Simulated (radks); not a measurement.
Coulomb parameter of the 5d shell of the gold ion Au+ in the model configuration [Xe] 4f14 5d9 6p1, as a second difference U = [E(n + 1) + E(n - 1) - 2 E(n)] / (1)^2 with all orbitals relaxed. "Bare": the charge of the atom changes with n. "Screened": the 6p shell takes up the change at fixed total charge, which measures U(5d,5d) + U(6p,6p) - 2 U(5d,6p). Calculated with a radial shooting solver on a logarithmic mesh with Libxc functionals: scalar-relativistic Kohn-Sham, PBEsol, spin-unpolarised, spherical densities, finite nucleus; Fermi nuclear charge, rms radius 5.4371 fm.

case              configuration  E - E(n) (eV)
start         [Xe] 4f14 5d9 6p1          0.000
bare +1      [Xe] 4f14 5d10 6p1        -14.009
bare -1       [Xe] 4f14 5d8 6p1         25.354
screened +1      [Xe] 4f14 5d10         -9.910
screened -1   [Xe] 4f14 5d8 6p2         12.365

U(bare) = 11.346 eV, U(screened by 6p) = 2.455 eV, against the Slater integral F0(5d,5d) = 16.288 eV with frozen orbitals.
